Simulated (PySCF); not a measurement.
**ORD: `C#C[C@@H]1SBS[C@@H]1F`, C4H4BFS2**

Geometry:
| atom | x (Å) | y (Å) | z (Å) |
| --- | --- | --- | --- |
| C1 | 2.618 | -0.867 | -0.542 |
| C2 | 1.541 | -0.686 | -0.053 |
| C3 | 0.227 | -0.439 | 0.485 |
| S4 | -1.085 | -1.294 | -0.535 |
| B5 | -2.362 | -0.122 | -0.202 |
| S6 | -1.887 | 1.330 | 0.719 |
| C7 | -0.077 | 1.055 | 0.556 |
| F8 | 0.355 | 1.698 | -0.569 |
| H9 | 3.569 | -1.037 | -0.950 |
| H10 | 0.138 | -0.869 | 1.488 |
| H11 | -3.460 | -0.301 | -0.533 |
| H12 | 0.424 | 1.532 | 1.405 |

The calculation used TDDFT PBE0/def2-SVPD circular dichroism and optical rotation, one conformer, gas phase in PySCF 2.14.0. Geometry: GFN2-xTB.

Singlets 13 and 14 lie within 0.01 eV of each other, so their separate moments and overlaps can depend on how they mix.

Stereocentres: C3 S, C7 S.

(1) What is the specific rotation at 633, 589.3, 546, 436, 405, 365, 355 nm?

Answers

(1) [α] in deg dm⁻¹ (g/mL)⁻¹:
```csv
λ (nm),origin-invariant length gauge,modified velocity gauge,length gauge (centre of mass),isotropic polarisability (au)
633,-14.2,+7.8,-17.4,99.9
589.3,-17.6,+8.3,-21.4,100.4
546,-22.2,+8.8,-26.8,101.1
436,-48.7,+5.7,-57.1,103.8
405,-65.5,+1.1,-75.9,105.0
365,-104.0,-13.3,-118.6,107.4
355,-119.1,-19.9,-135.1,108.1
```

Where the gauges differ in sign the basis doesn't settle the rotation.

The first excitation lies at 5.36 eV (232 nm) with R = +12.9 × 10⁻⁴⁰ esu² cm² (velocity form).
